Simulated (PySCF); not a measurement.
## Adding and removing an electron: BiCl

UHF-CCSD(T); Bi def2-SVP with ECP60, Cl def2-SVP; scalar-relativistic core potentials (PySCF 2.14). Neutral (UHF): triplet (π ↑↑), Re = 2.490 Å, ωe = 332 cm⁻¹, De = 2.28 eV.

BiCl⁺ (UHF): doublet (π ↑), Re = 2.391 Å, ωe = 390 cm⁻¹. The energies at the minima are -673.19365 hartree for BiCl and -672.89524 for BiCl⁺.

(1) Work out the adiabatic ionisation energy, without and with harmonic zero-point energies (1 hartree = 27.2114 eV, 1 eV = 8065.5 cm⁻¹), and the change of the bond length.

Correlated steps freeze 9 core orbitals. Correlated levels converge slowly with the basis: in double zeta they bind strong bonds too weakly, by up to about 1 eV, and carry superposition errors of some tenths. These are scalar-relativistic numbers at best; spin–orbit coupling would shift them, the dissociation energy most. States were picked by a PBE0 search and need not be the measured ground states.

Results:

(1) At UHF-CCSD(T): 0.29841 hartree = 8.120 eV between the minima; the zero-point term (390.0 − 332.0)/2 cm⁻¹ = +0.004 eV makes it 8.124 eV. Re changes by -9.9 pm against the neutral. The electron leaves a π orbital, and the shorter bond of the ion fits an antibonding orbital, or a change in how ionic the bond is.
